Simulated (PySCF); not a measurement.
## Two-component Hartree-Fock for Te³⁴⁺ (tellurium, charge +34)

Start: [Ar]. Calculated with PySCF 2.14 in an uncontracted even-tempered set (19 s from 6.2 bohr⁻², ratio 2.4; 14 p from 8.1 bohr⁻², ratio 2.4; 5 d from 33 bohr⁻², ratio 2.6; 4 f from 50 bohr⁻², ratio 2.6): generalised Hartree-Fock with the X2C-1e Hamiltonian and a Gaussian nucleus; one run each with spin-orbit coupling (SO) switched off, then screened by Boettger's factors.

```json
{"spinor shell": "1s1/2", "electrons": "2", "ε, spin-free (eV)": "-33781.9", "ε, screened SO (eV)": "-33779.1", "weight of nominal j (screened SO)": "1.000", "rms radius, screened SO (bohr)": "0.0318"}
{"spinor shell": "2s1/2", "electrons": "2", "ε, spin-free (eV)": "-6759.2", "ε, screened SO (eV)": "-6758.4", "weight of nominal j (screened SO)": "1.000", "rms radius, screened SO (bohr)": "0.128"}
{"spinor shell": "2p1/2", "electrons": "2", "ε, spin-free (eV)": "-6250.5", "ε, screened SO (eV)": "-6444.7", "weight of nominal j (screened SO)": "1.000", "rms radius, screened SO (bohr)": "0.110"}
{"spinor shell": "2p3/2", "electrons": "4", "ε, spin-free (eV)": "-6250.5", "ε, screened SO (eV)": "-6162.7", "weight of nominal j (screened SO)": "1.000", "rms radius, screened SO (bohr)": "0.115"}
{"spinor shell": "3s1/2", "electrons": "2", "ε, spin-free (eV)": "-2504.6", "ε, screened SO (eV)": "-2504.3", "weight of nominal j (screened SO)": "1.000", "rms radius, screened SO (bohr)": "0.314"}
{"spinor shell": "3p1/2", "electrons": "2", "ε, spin-free (eV)": "-2331.8", "ε, screened SO (eV)": "-2377.5", "weight of nominal j (screened SO)": "1.000", "rms radius, screened SO (bohr)": "0.303"}
```

Problem. Where does 3p3/2 lie, and what is the 3p spin-orbit splitting (screened SO)?

Solution. At -2311.0 eV, 66.497 eV above 3p1/2.

```csv
quantity,spin-free,screened SO
E (hartree),-5907.57361,-5909.46299
M_J,0,0
⟨J²⟩,0.000,0.000
⟨L²⟩,0.000,0.012
⟨S²⟩,0.000,0.012
```

Breit and QED terms are absent; they matter most for the inner s and p1/2 levels.

Densities and radii are taken from the X2C orbitals without a picture-change correction, which distorts them close to the nucleus.

Without spin-orbit coupling the j labels of p, d and f shells carry no meaning; the spin-free column gives the mean over the occupied spinors of each nl shell.
